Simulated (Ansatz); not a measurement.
```yaml
crystal:
  periodic: [false, false, false]
  atoms:
    - {symbol: C, position_ang: [0.090971, 1.431943, -0.744229]}
    - {symbol: Sc, position_ang: [0.110237, -0.710177, -0.373099]}
    - {symbol: N, position_ang: [-0.209366, -1.245119, 1.484210]}
    - {symbol: Cl, position_ang: [0.472900, -2.245440, -2.078105]}
    - {symbol: H, position_ang: [0.461524, 1.695300, -1.741905]}
    - {symbol: H, position_ang: [0.702940, 1.976016, -0.012283]}
    - {symbol: H, position_ang: [-0.926144, 1.839587, -0.661431]}
    - {symbol: H, position_ang: [-0.244344, -2.185458, 1.857964]}
    - {symbol: H, position_ang: [-0.370218, -0.602954, 2.251778]}
basis:
  gaussian: {orbitals: 6-31G, fitting: {mean_field: cc-pVTZ-jkfit}, final_grid: {core_spheres: 5, valence_spheres: 4, degree: 11}}
total_charge: -1
magnetization: {spin_polarized: true, initial_magnetization: 1}
hamiltonian: {xc: {name: HSE06}, dispersion: d4, pseudopotentials: {relativity: scalar}}
scf: {lower_state_search: light}
```

```sh
$ ansatz run in.yaml --threads 4 --pin off --events-out ev --progress --plain --max-ram 10444MiB
```

How does Ansatz answer? (An estimate is asked.)

Ansatz gave: The input was rejected before any iteration.
```
Functional definition: HSE06
Error: <dir> the basis set cc-pVTZ-JKFIT has no functions for Sc
```

HSE06 is defined as in plane-wave codes.
